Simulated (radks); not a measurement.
The vanadium ion V+, configuration [Ar] 3d4.

Method: scalar-relativistic Kohn-Sham, SOGGA, spin-polarised, spherical densities, finite nucleus; open shells are filled with parallel spins first; Fermi nuclear charge, rms radius 3.6002 fm; computed with a radial shooting solver on a logarithmic mesh with Libxc functionals.

Energy parts (hartree):
total: -947.67734
kinetic: 956.44238
electron-nucleus: -2254.97627
Hartree: 394.95338
exchange-correlation: -44.09683

Orbitals (lengths in bohr, moments of r in powers of bohr; r(max) is where P^2 peaks):
orbital,occ.,eigenvalue (hartree),<r>,<r^2>,<1/r>,r(max)
1s up,1,-196.9895,0.06649,0.005945,22.82,0.04353
1s down,1,-196.9905,0.06649,0.005945,22.82,0.04353
2s up,1,-22.18526,0.3087,0.1127,4.792,0.2558
2s down,1,-22.14277,0.3082,0.1123,4.799,0.2557
2p up,3,-18.54120,0.2744,0.09283,4.696,0.2081
2p down,3,-18.50870,0.2739,0.09245,4.703,0.2080
3s up,1,-2.71127,0.9572,1.059,1.473,0.8226
3s down,1,-2.58735,0.9570,1.059,1.472,0.8224
3p up,3,-1.75998,1.031,1.258,1.334,0.8501
3p down,3,-1.63587,1.032,1.260,1.333,0.8498
3d up,4,-0.35888,1.517,3.091,0.9166,0.9213

The highest occupied level is 3d up at -9.766 eV. Spin moment in Bohr magnetons: 4.
